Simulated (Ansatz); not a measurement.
GeH2I2⁻, that is GeI2H2 with one electron more. The state is a doublet with charge -1. Geometry PBE0-D4/def2-SVP, that of the neutral singlet; atoms count from 1.

```xyz
5

Ge    0.232    0.043    0.001
I    -1.249    0.249   -2.016
I    -1.100   -0.681    2.002
H     0.831    1.423    0.299
H     1.286   -1.034   -0.286
```

In the def2 sets I takes a core potential; there is no spin–orbit coupling. The highest occupied level of the charge -1 doublet lies above zero (up to 0.90 eV). By energy differences its removal costs 0.52 eV (vertical, to the charge 0 singlet, at PBE0-D4/def2-TZVPD); a positive level beside a positive removal energy at the same level points to self-interaction error.

Estimate the Mulliken populations from the PBE0/def2-TZVPD orbitals of Ansatz.


```
atom  charge (e)  spin (α − β)
 Ge1       -0.08          0.25
  I2       -0.53          0.30
  I3       -0.53          0.30
  H4        0.07          0.07
  H5        0.07          0.07
```
Mulliken values and Mayer orders depend strongly on the basis. With diffuse functions, as here, like atoms can get unlike values, and bond orders can come out too low or too high.

Where does the spin sit?

Summed by element: Ge 0.25, I 0.60, H 0.14, of 1 unpaired in all. Largest on single atoms: I2 0.30, I3 0.30, Ge1 0.25.

And the Mayer bond orders between bonded heavy atoms (over 0.3)?

Ge1–I2 0.82 (2.51 Å); Ge1–I3 0.82 (2.51 Å).
